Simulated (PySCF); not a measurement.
Job for PySCF: R-HF/3-21G on CH2F2N2 (a complex), monomers drawn apart or pushed together.

```python
from pyscf import gto, scf, dft, mp
from pyscf.data.elements import chemcore

mol = gto.M(
    atom='''
    N     0.35842510    0.06215926   -0.26468266
    N    -0.49305022   -0.03038760    0.41040955
    F     0.66168392   -1.52769017    5.86771934
    C    -0.07931543   -0.49416300    6.35682155
    F     0.55505873    0.67244531    6.05186827
    H    -0.13509439   -0.58776987    7.44255861
    H    -1.05362508   -0.50039132    5.86720642
    ''',
    basis='3-21g',
    charge=0, spin=0, verbose=3, max_memory=1800)
mf = scf.RHF(mol)
mf.conv_tol = 1e-8
mf.max_cycle = 100
mf.kernel()
if not mf.converged:
    mf = mf.newton().run(mf.mo_coeff, mf.mo_occ)
```

Program output:

```
converged SCF energy = -344.90923869809
```

Self-consistency was reached.

Cost: very roughly 0.17 core-seconds.
